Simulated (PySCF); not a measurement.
Input file for PySCF: D3(BJ) and D4 dispersion corrections on HI (SMILES I).

```python
from pyscf import gto
from pyscf.dispersion import dftd3, dftd4

mol = gto.M(
    atom='''
    I     0.09519646   -0.03961787    3.80816139
    H    -1.49075591    0.19498922    3.60913124
    ''',
    basis='def2-svp',
    charge=0, spin=0, verbose=0, max_memory=1800)
d3, d4 = {}, {}
for xc in ['hf', 'pbe', 'blyp', 'revpbe', 'tpss', 'r2scan', 'b3lyp', 'pbe0', 'bhlyp', 'camb3lyp', 'b2plyp']:
    d3[xc] = float(dftd3.DFTD3Dispersion(mol, xc=xc, version='d3bj', atm=False).get_dispersion()['energy'])
    print(f'D3(BJ) {xc:10s} {d3[xc]:14.8f} Eh')
for xc in ['hf', 'pbe', 'blyp', 'revpbe', 'tpss', 'r2scan', 'b3lyp', 'pbe0', 'bhlyp', 'camb3lyp', 'b2plyp']:
    d4[xc] = float(dftd4.DFTD4Dispersion(mol, xc={'camb3lyp': 'cam-b3lyp'}.get(xc, xc), atm=True).get_dispersion()['energy'])
    print(f'D4     {xc:10s} {d4[xc]:14.8f} Eh')
```

Output:

```
D3(BJ) hf            -0.00573641 Eh
D3(BJ) pbe           -0.00046677 Eh
D3(BJ) blyp          -0.00107696 Eh
D3(BJ) revpbe        -0.00121551 Eh
D3(BJ) tpss          -0.00059377 Eh
D3(BJ) r2scan        -0.00011208 Eh
D3(BJ) b3lyp         -0.00088561 Eh
D3(BJ) pbe0          -0.00040258 Eh
D3(BJ) bhlyp         -0.00073446 Eh
D3(BJ) camb3lyp      -0.00037149 Eh
D3(BJ) b2plyp        -0.00042227 Eh
D4     hf            -0.00132716 Eh
D4     pbe           -0.00032029 Eh
D4     blyp          -0.00074345 Eh
D4     revpbe        -0.00107782 Eh
D4     tpss          -0.00043461 Eh
D4     r2scan        -0.00006646 Eh
D4     b3lyp         -0.00053017 Eh
D4     pbe0          -0.00026203 Eh
D4     bhlyp         -0.00040070 Eh
D4     camb3lyp      -0.00026335 Eh
D4     b2plyp        -0.00021791 Eh
```

The run finished.

Cost: about 0.04 core-seconds (a rough figure).
